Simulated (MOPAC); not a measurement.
A run for MOPAC: PM3 on CH4BClO (SMILES COBCl), a point of a torsion scan.

```
PM3 1SCF PRECISE CHARGE=0 THREADS=1
CH4BClO

C     -1.11243754 1    -0.08931530 1     0.12983467 1
O     -0.20105506 1    -0.61995326 1    -0.81042986 1
B      0.42498049 1    -1.77436451 1    -0.74775630 1
Cl     0.21867769 1    -2.89028735 1     0.57013352 1
H     -0.70844236 1     0.85444148 1     0.49998321 1
H     -1.27268739 1    -0.77640472 1     0.96335055 1
H     -2.05717818 1     0.09977411 1    -0.38249457 1
H      1.14915760 1    -2.05004835 1    -1.62390732 1
```

It printed:

```
*******************************************************************************
 **                                                                           **
 **                              MOPAC v23.2.5                                **
 **                                                                           **
 *******************************************************************************
 ** MOPAC's Digital Object Identifier: https://doi.org/10.5281/zenodo.6511958 **
 **                                                                           **
 ** Please cite the open-source release paper for use of this MOPAC version:  **
 ** J. E. Moussa and J. J. P. Stewart (2026)                                  **
 ** MOPAC: An open-source semiempirical molecular orbital program             **
 ** J. Open Source Softw., 11(119), 8025, https://doi.org/10.21105/joss.08025 **
 *******************************************************************************

                              PM3 CALCULATION RESULTS

 *******************************************************************************
 *  PM3        - The PM3 Hamiltonian to be used
 *
 *
 *
 *                 CHARGE ON SYSTEM = 0
 *
 *
 *
 *  PRECISE    - TIGHTER CRITERIA TO BE USED
 *  1SCF       - DO 1 SCF AND THEN STOP
 *  THREADS=1  - MULTI-THREADING NOT USED
 *  T=         - A TIME OF 172800.0 SECONDS REQUESTED
 *  DUMP=N     - RESTART FILE WRITTEN EVERY 7200.0 SECONDS REQUESTED
 *******************************************************************************
PM3 1SCF PRECISE CHARGE=0 THREADS=1
 CH4BClO

   ATOM   CHEMICAL          X               Y               Z
  NUMBER   SYMBOL      (ANGSTROMS)     (ANGSTROMS)     (ANGSTROMS)

     1       C         -1.11243754  *  -0.08931530  *   0.12983467  *
     2       O         -0.20105506  *  -0.61995326  *  -0.81042986  *
     3       B          0.42498049  *  -1.77436451  *  -0.74775630  *
     4      Cl          0.21867769  *  -2.89028735  *   0.57013352  *
     5       H         -0.70844236  *   0.85444148  *   0.49998321  *
     6       H         -1.27268739  *  -0.77640472  *   0.96335055  *
     7       H         -2.05717818  *   0.09977411  *  -0.38249457  *
     8       H          1.14915760  *  -2.05004835  *  -1.62390732  *



          CARTESIAN COORDINATES

    NO.       ATOM           X           Y           Z

     1         C         -1.1124     -0.0893      0.1298
     2         O         -0.2011     -0.6200     -0.8104
     3         B          0.4250     -1.7744     -0.7478
     4        Cl          0.2187     -2.8903      0.5701
     5         H         -0.7084      0.8544      0.5000
     6         H         -1.2727     -0.7764      0.9634
     7         H         -2.0572      0.0998     -0.3825
     8         H          1.1492     -2.0500     -1.6239

  H: (PM3): J. J. P. STEWART, J. COMP. CHEM. 10, 209 (1989).
  B: (PM3): J. J. P. STEWART, J. MOL. MOD., 10, 155-164 (2004)
  C: (PM3): J. J. P. STEWART, J. COMP. CHEM. 10, 209 (1989).
  O: (PM3): J. J. P. STEWART, J. COMP. CHEM. 10, 209 (1989).
 Cl: (PM3): J. J. P. STEWART, J. COMP. CHEM. 10, 209 (1989).

           Empirical Formula: C H4 O B Cl  =     8 atoms



      MOLECULAR POINT GROUP   :   Cs


      RHF CALCULATION, NO. OF DOUBLY OCCUPIED LEVELS = 12


 -------------------------------------------------------------------------------
 PM3 1SCF PRECISE CHARGE=0 THREADS=1
 CH4BClO



     1SCF WAS SPECIFIED, SO BFGS WAS NOT USED
     SCF FIELD WAS ACHIEVED


                              PM3 CALCULATION
                                                       MOPAC v23.2.5 Linux




          FINAL HEAT OF FORMATION =        -97.16709 KCAL/MOL =    -406.54712 KJ/MOL


          COSMO AREA              =        105.92 SQUARE ANGSTROMS
          COSMO VOLUME            =         90.60 CUBIC ANGSTROMS

          IONIZATION POTENTIAL    =         10.485865 EV
          HOMO LUMO ENERGIES (EV) =        -10.486  0.799
          NO. OF FILLED LEVELS    =         12
          MOLECULAR WEIGHT        =         78.3050         POINT GROUP:  Cs

          MOLECULAR DIMENSIONS (Angstroms)

            Atom       Atom       Distance
            H     8    H     7     4.05505
           Cl     4    H     5     2.75938
           Cl     4    H     8     1.46107


          SCF CALCULATIONS        =          1





   ATOM   CHEMICAL          X               Y               Z
  NUMBER   SYMBOL      (ANGSTROMS)     (ANGSTROMS)     (ANGSTROMS)

     1       C         -1.11243754  *  -0.08931530  *   0.12983467  *
     2       O         -0.20105506  *  -0.61995326  *  -0.81042986  *
     3       B          0.42498049  *  -1.77436451  *  -0.74775630  *
     4      Cl          0.21867769  *  -2.89028735  *   0.57013352  *
     5       H         -0.70844236  *   0.85444148  *   0.49998321  *
     6       H         -1.27268739  *  -0.77640472  *   0.96335055  *
     7       H         -2.05717818  *   0.09977411  *  -0.38249457  *
     8       H          1.14915760  *  -2.05004835  *  -1.62390732  *

                             CARTESIAN COORDINATES

   1    C       -1.112437540    -0.089315300     0.129834670
   2    O       -0.201055060    -0.619953260    -0.810429860
   3    B        0.424980490    -1.774364510    -0.747756300
   4   Cl        0.218677690    -2.890287350     0.570133520
   5    H       -0.708442360     0.854441480     0.499983210
   6    H       -1.272687390    -0.776404720     0.963350550
   7    H       -2.057178180     0.099774110    -0.382494570
   8    H        1.149157600    -2.050048350    -1.623907320


           Empirical Formula: C H4 O B Cl  =     8 atoms



      MOLECULAR POINT GROUP   :   Cs


                  EIGENVALUES
 -55.73063 -40.10838 -28.30529 -21.63302 -17.70028 -17.05293 -16.69979 -13.43957
 -13.07646 -11.88793 -10.70562 -10.48587   0.79897   1.92336   2.27542   3.44470
   3.66477   3.76570   3.97774   5.40473


              NET ATOMIC CHARGES AND DIPOLE CONTRIBUTIONS

  ATOM NO.   TYPE          CHARGE      No. of ELECS.   s-Pop       p-Pop
    1          C           0.038284        3.9617     1.13521     2.82650
    2          O          -0.098323        6.0983     1.72047     4.37785
    3          B          -0.180271        3.1803     1.08416     2.09611
    4         Cl          -0.028074        7.0281     1.95791     5.07016
    5          H           0.046362        0.9536     0.95364
    6          H           0.043467        0.9565     0.95653
    7          H           0.046682        0.9533     0.95332
    8          H           0.131873        0.8681     0.86813
 DIPOLE           X         Y         Z       TOTAL
 POINT-CHG.    -0.664     0.954     0.175     1.176
 HYBRID        -0.369     0.509     0.118     0.639
 SUM           -1.032     1.464     0.293     1.815


          ATOMIC ORBITAL ELECTRON POPULATIONS

     Atom    s        px        py        pz
    1  C   1.13521   0.92364   0.97579   0.92707
    2  O   1.72047   1.43164   1.47246   1.47375
    3  B   1.08416   0.67185   0.64687   0.77739
    4 Cl   1.95791   1.88201   1.65128   1.53687
    5  H   0.95364
    6  H   0.95653
    7  H   0.95332
    8  H   0.86813

 **********************
 *                    *
 * JOB ENDED NORMALLY *
 *                    *
 **********************




 == MOPAC DONE ==
```

The run finished.

Cost: about 0.03 core-seconds (a rough figure).
